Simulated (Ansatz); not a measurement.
Consider the ligand exchange at a B–C bond: `OB/C=[N]/[GeH3]` + `[SiH3]N[SiH3]` → `OBN([SiH3])[SiH3]` + `C=[N][GeH3]`.

Gas-phase electronic energies from Ansatz, PBE0-D4/def2-TZVP geometries. CCSD(T)/CBS is the MP2 limit (def2-TZVPP, def2-QZVPP) plus CCSD(T) − MP2 in def2-TZVPP, frozen cores. This one scheme is used for every species. DFT in def2-TZVPP. For Ge outer-core shells are correlated without core-valence functions, which leaves a few kJ/mol of doubt a bond. Scalar relativity is left out up to krypton. Each species was taken in one conformer, which may not be the lowest.

(1) Is it downhill or uphill in electronic energy at CCSD(T)/CBS, and by how much? (An estimate is asked.)

(2) What do these levels give: PBE, r2SCAN, MP2/def2-TZVPP, SCS-MP2/def2-TZVPP, CCSD/def2-TZVPP, HF/def2-QZVPP? (An estimate is asked.)

Largest T1 diagnostic among the species: 0.014.

## Answers

(1) The calculation gave: Downhill: ΔE = -105.7 kJ/mol.

(2) The calculation gave: PBE -97.3, r2SCAN -106.0, MP2/def2-TZVPP -110.2, SCS-MP2/def2-TZVPP -107.3, CCSD/def2-TZVPP -106.4, HF/def2-QZVPP -103.5 kJ/mol.

From PBE to PBE0 (25 % exact exchange), in def2-TZVPP and without D4, ΔE moves by −3.9 kJ/mol. The D4 term adds −7.0 kJ/mol with B3LYP and −3.7 kJ/mol with PBE0; it sums over pairs of atoms, weighted by their polarisabilities, and B3LYP, whose exchange is more repulsive, gets the larger term. In def2-TZVPP, CCSD(T) changes the Hartree–Fock value by −3.7 kJ/mol (the triples alone add −0.6 kJ/mol) and MP2 by −6.9 kJ/mol.

B3LYP here is the variant with VWN-RPA as its local correlation; programs differ in this.
